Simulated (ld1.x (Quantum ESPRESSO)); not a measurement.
## nickel (Ni), ultrasoft: configuration errors across variants

* Element: Ni (Z = 28)
* Generator: ld1.x (Quantum ESPRESSO) 7.5
* Type: ultrasoft
* Functional: revPBE
* Relativity: scalar-relativistic
* Frozen core: [Ar]
* Valence charge: 10
* Reference configuration: 3d8 4s1 4p1
* Partial waves: 4s (bound): rcut 1.80, rcutus 2.25 bohr; 4s channel at 1.5 Ry: rcut 1.80, rcutus 2.25 bohr; 4p (bound): rcut 2.20, rcutus 2.50 bohr; 4p channel at 4.8 Ry: rcut 2.20, rcutus 2.50 bohr; 3d (bound): rcut 0.70, rcutus 0.85 bohr; 3d channel at 1.75 Ry: rcut 0.70, rcutus 0.85 bohr
* Local potential: all-electron potential smoothed inside 1.20 bohr (lloc = -1)
* Core correction: Bessel-smoothed model core inside 0.75 bohr
* Augmentation charge: PSQ, inside the norm-conserving radii

All-electron excitation energies from the reference (eV): (1) 3d8 4s2 4p0 -4.569; (2) 3d8 4s1 4p0 4.651; (3) 3d8 4s0 4p0 21.832.

1 further variants failed, have other tests or too few solved ones, and are left out.

A true bound ghost makes a file unfit for plane-wave use even where its test errors are small: the radial tests pick states by their node count and pass the ghost by.

Errors AE − PS in meV (a dash: test not solved or not reliable):

```tsv
change	(1)	(2)	(3)	bound ghosts
base	-0.4	-2.2	-24	s
waves 4p (bound): rcut 1.72, rcutus 1.82 bohr; 4p channel at 4.8 Ry: rcut 1.72, rcutus 1.82 bohr	-3.8	-0.5	-15	s, p
waves 4p (bound): rcut 2.18, rcutus 2.32 bohr; 4p channel at 4.8 Ry: rcut 2.18, rcutus 2.32 bohr	-1.1	-1.5	-22	s
waves 4p (bound): rcut 2.20, rcutus 2.62 bohr; 4p channel at 4.8 Ry: rcut 2.20, rcutus 2.62 bohr	-0.2	-2.7	-25	s
waves 4p (bound): rcut 2.20, rcutus 2.78 bohr; 4p channel at 4.8 Ry: rcut 2.20, rcutus 2.78 bohr	0.0	-3.1	-26	s
waves 4p (bound): rcut 2.20, rcutus 3.00 bohr; 4p channel at 4.8 Ry: rcut 2.20, rcutus 3.00 bohr	+0.1	-3.6	-27	s
waves 4p (bound): rcut 2.20, rcutus 3.28 bohr; 4p channel at 4.8 Ry: rcut 2.20, rcutus 3.28 bohr	+0.3	-4.1	-28	s
waves 4p (bound): rcut 2.20, rcutus 3.58 bohr; 4p channel at 4.8 Ry: rcut 2.20, rcutus 3.58 bohr	+0.4	-4.4	-28	s
waves 4p (bound): rcut 2.20, rcutus 3.78 bohr; 4p channel at 4.8 Ry: rcut 2.20, rcutus 3.78 bohr	+0.4	-4.5	-29	s
```

(1) Give the same row for: waves 4p (bound): rcut 1.90, rcutus 2.02 bohr; 4p channel at 4.8 Ry: rcut 1.90, rcutus 2.02 bohr.

Answers

(1) -3.0, -0.7, -17; bound ghosts: s.
